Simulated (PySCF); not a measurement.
CH5FOSi. Atoms are numbered in the order given.

```xyz
9

C     -1.3486    -0.5237     0.9160
Si    -0.1151     0.1047    -0.3316
O      1.0388    -1.0183    -0.7196
F      0.6026     1.4119     0.3306
H     -0.8532    -0.7991     1.8618
H     -1.8771    -1.4119     0.5340
H     -2.0992     0.2499     1.1458
H     -0.7218     0.5176    -1.6152
H      1.5208    -1.4401     0.0014
```
Charge 0, spin multiplicity 1.

Geometry: B3LYP-D3(BJ)/def2-SVP. The structure was generated by enumeration; whether it is a known compound was not checked. Other conformers were not sampled.

Computed with PBE/def2-TZVP in PySCF.

Atomic charges (e):

```tsv
atom	Mulliken	Löwdin
C1	-0.49	-0.46
Si2	0.60	0.01
O3	-0.48	-0.10
F4	-0.30	0.00
H5	0.13	0.13
H6	0.14	0.14
H7	0.14	0.14
H8	-0.05	-0.04
H9	0.31	0.18
```

### Question
Give the Mayer and Wiberg (Löwdin basis) orders of the bonds. (The exact figures need the calculation; the answer reports its results.)

### Answer

```csv
bond,Mayer,Wiberg
C1–Si2,1.00,1.23
Si2–O3,1.24,1.71
Si2–F4,1.12,1.69
C1–H5,0.94,0.90
C1–H6,0.94,0.90
C1–H7,0.94,0.89
Si2–H8,0.94,0.91
O3–H9,0.88,1.02
```
